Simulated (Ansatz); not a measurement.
Ansatz (a first-principles code) input for C2H4BNO3, SMILES COB(O)N=C=O, PBE-D3(BJ)/def2-SVP. 

Ansatz 0.2 input:
```yaml
crystal:
  periodic: [false, false, false]
  atoms:
    - {symbol: B, position_ang: [0.29011057, 0.42967533, -0.30688034]}
    - {symbol: N, position_ang: [0.06173292, 0.08504294, 1.07712680]}
    - {symbol: C, position_ang: [-0.41536579, -0.62350002, 1.92446472]}
    - {symbol: O, position_ang: [-0.84395066, -1.26078985, 2.80707638]}
    - {symbol: O, position_ang: [1.03133006, 1.52530863, -0.63170239]}
    - {symbol: H, position_ang: [1.35360658, 1.99725115, 0.14528981]}
    - {symbol: O, position_ang: [-0.24334989, -0.35207093, -1.27314970]}
    - {symbol: C, position_ang: [-0.04852443, -0.05693819, -2.64452387]}
    - {symbol: H, position_ang: [1.02106909, -0.07538196, -2.91179609]}
    - {symbol: H, position_ang: [-0.57737867, -0.81984208, -3.23335836]}
    - {symbol: H, position_ang: [-0.44887518, 0.93734192, -2.90306077]}
basis:
  gaussian:
    orbitals: def2-SVP
hamiltonian:
  xc: pbe
  dispersion: d3bj
relax: {f_tol: 0.002, max_steps: 200}
```

Program output:

```
Functional definition: PBE
integrals: 0.06 GiB planned
1303 factors; their error is unknown
mean field: 0.33 GiB planned
mean field evaluation 1: about -10417.9580 eV, gradient 8.3e1 eV
mean field evaluation 2: about -10391.4994 eV, gradient 1.4e2 eV
mean field evaluation 4: about -10430.2483 eV, gradient 1.8e1 eV
mean field evaluation 8: about -10430.8689 eV, gradient 1.9e-1 eV
mean field evaluation 16: about -10430.8189 eV, gradient 2.2e-3 eV
mean field -10430.81892873 eV, -383.3255253679 hartree, gradient 4.9e-5 eV, S^2 0.000000; 0 other end points of the search recorded, 0 dependent functions left out
the calculation of the forces begins
reference -10430.81896098 eV, -383.3255265529 hartree; 26, 26 occupied and 92, 92 virtual orbitals, 1303 factors
relax step   1: F+E_penalty+E_count = -10431.01613346 eV  Δ(F+E_penalty+E_count) = +0.000e0 eV  max|allowed force component| = 8.707e-1 eV/Å  Δτ_max = 0.0000 Å  (30 SCF iters, accepted)
these checks for a lower state are left out or cut short: starts, cluster_reference, orbital_swaps, neighbouring_geometries, increment
integrals: 0.06 GiB planned
1303 factors; their error is unknown
mean field: 0.33 GiB planned
mean field -10430.83949028 eV, -383.3262809909 hartree, gradient 2.5e-5 eV, S^2 0.000000; 0 other end points of the search recorded, 0 dependent functions left out
the calculation of the forces begins
reference -10430.83952262 eV, -383.3262821792 hartree; 26, 26 occupied and 92, 92 virtual orbitals, 1303 factors
relax step   2: F+E_penalty+E_count = -10431.03599797 eV  Δ(F+E_penalty+E_count) = -1.986e-2 eV  max|allowed force component| = 1.855e-1 eV/Å  Δτ_max = 0.0215 Å  (31 SCF iters, accepted)
these checks for a lower state are left out or cut short: starts, cluster_reference, orbital_swaps, neighbouring_geometries, increment
integrals: 0.06 GiB planned
1303 factors; their error is unknown
mean field: 0.33 GiB planned
mean field evaluation 32: about -10430.8411 eV, gradient 2.5e-5 eV
mean field -10430.84113273 eV, -383.3263413496 hartree, gradient 2.5e-5 eV, S^2 0.000000; 0 other end points of the search recorded, 0 dependent functions left out
the calculation of the forces begins
reference -10430.84116508 eV, -383.3263425385 hartree; 26, 26 occupied and 92, 92 virtual orbitals, 1303 factors
relax step   3: F+E_penalty+E_count = -10431.03748878 eV  Δ(F+E_penalty+E_count) = -1.491e-3 eV  max|allowed force component| = 5.387e-2 eV/Å  Δτ_max = 0.0048 Å  (32 SCF iters, accepted)
these checks for a lower state are left out or cut short: starts, cluster_reference, orbital_swaps, neighbouring_geometries, increment
integrals: 0.06 GiB planned
1303 factors; their error is unknown
mean field: 0.33 GiB planned
mean field -10430.84132794 eV, -383.3263485234 hartree, gradient 1.9e-5 eV, S^2 0.000000; 0 other end points of the search recorded, 0 dependent functions left out
the calculation of the forces begins
reference -10430.84136029 eV, -383.3263497123 hartree; 26, 26 occupied and 92, 92 virtual orbitals, 1303 factors
relax step   4: F+E_penalty+E_count = -10431.03774684 eV  Δ(F+E_penalty+E_count) = -2.581e-4 eV  max|allowed force component| = 2.415e-2 eV/Å  Δτ_max = 0.0039 Å  (25 SCF iters, accepted)
these checks for a lower state are left out or cut short: starts, cluster_reference, orbital_swaps, neighbouring_geometries, increment
integrals: 0.06 GiB planned
1303 factors; their error is unknown
mean field: 0.33 GiB planned
mean field -10430.84134559 eV, -383.3263491721 hartree, gradient 2.6e-5 eV, S^2 0.000000; 0 other end points of the search recorded, 0 dependent functions left out
the calculation of the forces begins
reference -10430.84137793 eV, -383.3263503608 hartree; 26, 26 occupied and 92, 92 virtual orbitals, 1303 factors
relax step   5: F+E_penalty+E_count = -10431.03788724 eV  Δ(F+E_penalty+E_count) = -1.404e-4 eV  max|allowed force component| = 1.280e-2 eV/Å  Δτ_max = 0.0063 Å  (32 SCF iters, accepted)
these checks for a lower state are left out or cut short: starts, cluster_reference, orbital_swaps, neighbouring_geometries, increment
integrals: 0.06 GiB planned
1303 factors; their error is unknown
mean field: 0.33 GiB planned
mean field -10430.84134701 eV, -383.3263492242 hartree, gradient 7.0e-5 eV, S^2 0.000000; 0 other end points of the search recorded, 0 dependent functions left out
the calculation of the forces begins
reference -10430.84137935 eV, -383.3263504129 hartree; 26, 26 occupied and 92, 92 virtual orbitals, 1303 factors
relax step   6: F+E_penalty+E_count = -10431.03790213 eV  Δ(F+E_penalty+E_count) = -1.488e-5 eV  max|allowed force component| = 7.131e-3 eV/Å  Δτ_max = 0.0014 Å  (22 SCF iters, accepted)
these checks for a lower state are left out or cut short: starts, cluster_reference, orbital_swaps, neighbouring_geometries, increment
integrals: 0.06 GiB planned
1303 factors; their error is unknown
mean field: 0.33 GiB planned
mean field -10430.84133886 eV, -383.3263489250 hartree, gradient 8.5e-5 eV, S^2 0.000000; 0 other end points of the search recorded, 0 dependent functions left out
the calculation of the forces begins
reference -10430.84137120 eV, -383.3263501135 hartree; 26, 26 occupied and 92, 92 virtual orbitals, 1303 factors
relax step   7: F+E_penalty+E_count = -10431.03790979 eV  Δ(F+E_penalty+E_count) = -7.665e-6 eV  max|allowed force component| = 5.621e-3 eV/Å  Δτ_max = 0.0013 Å  (21 SCF iters, accepted)
these checks for a lower state are left out or cut short: starts, cluster_reference, orbital_swaps, neighbouring_geometries, increment
integrals: 0.06 GiB planned
1303 factors; their error is unknown
mean field: 0.33 GiB planned
mean field -10430.84134022 eV, -383.3263489748 hartree, gradient 1.5e-5 eV, S^2 0.000000; 0 other end points of the search recorded, 0 dependent functions left out
the calculation of the forces begins
reference -10430.84137255 eV, -383.3263501631 hartree; 26, 26 occupied and 92, 92 virtual orbitals, 1303 factors
relax step   8: F+E_penalty+E_count = -10431.03791871 eV  Δ(F+E_penalty+E_count) = -8.921e-6 eV  max|allowed force component| = 5.594e-3 eV/Å  Δτ_max = 0.0024 Å  (24 SCF iters, accepted)
these checks for a lower state are left out or cut short: starts, cluster_reference, orbital_swaps, neighbouring_geometries, increment
integrals: 0.06 GiB planned
1303 factors; their error is unknown
mean field: 0.33 GiB planned
mean field evaluation 64: about -10430.8413 eV, gradient 3.8e-5 eV
mean field -10430.84132964 eV, -383.3263485861 hartree, gradient 2.6e-5 eV, S^2 0.000000; 0 other end points of the search recorded, 0 dependent functions left out
the calculation of the forces begins
reference -10430.84136196 eV, -383.3263497740 hartree; 26, 26 occupied and 92, 92 virtual orbitals, 1303 factors
relax step   9: F+E_penalty+E_count = -10431.03793134 eV  Δ(F+E_penalty+E_count) = -1.262e-5 eV  max|allowed force component| = 5.447e-3 eV/Å  Δτ_max = 0.0054 Å  (31 SCF iters, accepted)
these checks for a lower state are left out or cut short: starts, cluster_reference, orbital_swaps, neighbouring_geometries, increment
integrals: 0.06 GiB planned
1303 factors; their error is unknown
mean field: 0.33 GiB planned
mean field -10430.84129638 eV, -383.3263473640 hartree, gradient 2.6e-5 eV, S^2 0.000000; 0 other end points of the search recorded, 0 dependent functions left out
the calculation of the forces begins
reference -10430.84132869 eV, -383.3263485513 hartree; 26, 26 occupied and 92, 92 virtual orbitals, 1303 factors
relax step  10: F+E_penalty+E_count = -10431.03793791 eV  Δ(F+E_penalty+E_count) = -6.576e-6 eV  max|allowed force component| = 3.961e-3 eV/Å  Δτ_max = 0.0068 Å  (31 SCF iters, accepted)
these checks for a lower state are left out or cut short: starts, cluster_reference, orbital_swaps, neighbouring_geometries, increment
integrals: 0.06 GiB planned
1303 factors; their error is unknown
mean field: 0.33 GiB planned
mean field -10430.84127963 eV, -383.3263467483 hartree, gradient 2.0e-5 eV, S^2 0.000000; 0 other end points of the search recorded, 0 dependent functions left out
the calculation of the forces begins
reference -10430.84131193 eV, -383.3263479354 hartree; 26, 26 occupied and 92, 92 virtual orbitals, 1303 factors
relax step  11: F+E_penalty+E_count = -10431.03793882 eV  Δ(F+E_penalty+E_count) = -9.118e-7 eV  max|allowed force component| = 2.964e-3 eV/Å  Δτ_max = 0.0026 Å  (24 SCF iters, accepted)
these checks for a lower state are left out or cut short: starts, cluster_reference, orbital_swaps, neighbouring_geometries, increment
integrals: 0.06 GiB planned
1303 factors; their error is unknown
mean field: 0.33 GiB planned
mean field -10430.84129017 eV, -383.3263471354 hartree, gradient 8.8e-5 eV, S^2 0.000000; 0 other end points of the search recorded, 0 dependent functions left out
the calculation of the forces begins
reference -10430.84132247 eV, -383.3263483227 hartree; 26, 26 occupied and 92, 92 virtual orbitals, 1303 factors
relax step  12: F+E_penalty+E_count = -10431.03794051 eV  Δ(F+E_penalty+E_count) = -1.687e-6 eV  max|allowed force component| = 7.844e-4 eV/Å  Δτ_max = 0.0017 Å  (22 SCF iters, accepted)
integrals: 0.06 GiB planned
1303 factors; their error is unknown
mean field: 0.33 GiB planned
mean field evaluation 96: about -10430.8881 eV, gradient 4.6e-2 eV
mean field -10430.84129017 eV, -383.3263471354 hartree, gradient 8.8e-5 eV, S^2 0.000000; 1 other end points of the search recorded, 0 dependent functions left out
the calculation of the forces begins
reference -10430.84132247 eV, -383.3263483227 hartree; 26, 26 occupied and 92, 92 virtual orbitals, 1303 factors
Total energy: -10431.03797282 eV, -383.3335750895 hartree
Atom 0 at     0.292007     0.432499    -0.306469 Å, force    -0.000574     0.000184     0.000251 eV/Å
Atom 1 at     0.067973     0.094274     1.083866 Å, force     0.000004    -0.000237    -0.000192 eV/Å
Atom 2 at    -0.418001    -0.627572     1.930022 Å, force    -0.000036    -0.000200     0.000784 eV/Å
Atom 3 at    -0.850903    -1.271357     2.819900 Å, force     0.000153     0.000298    -0.000695 eV/Å
Atom 4 at     1.036436     1.533176    -0.644660 Å, force     0.000343     0.000133    -0.000334 eV/Å
Atom 5 at     1.354801     1.999433     0.147825 Å, force    -0.000126    -0.000173     0.000054 eV/Å
Atom 6 at    -0.250095    -0.361953    -1.271651 Å, force     0.000180    -0.000302     0.000421 eV/Å
Atom 7 at    -0.049471    -0.058420    -2.645180 Å, force     0.000072     0.000567    -0.000459 eV/Å
Atom 8 at     1.028373    -0.075132    -2.914176 Å, force    -0.000182    -0.000121     0.000028 eV/Å
Atom 9 at    -0.580216    -0.823340    -3.244700 Å, force     0.000109    -0.000017     0.000207 eV/Å
Atom 10 at    -0.450500     0.944487    -2.905289 Å, force     0.000058    -0.000131    -0.000065 eV/Å
Dipole moment:     0.222799     0.330600    -0.301438 e Å
```

The calculation finished and met its thresholds.
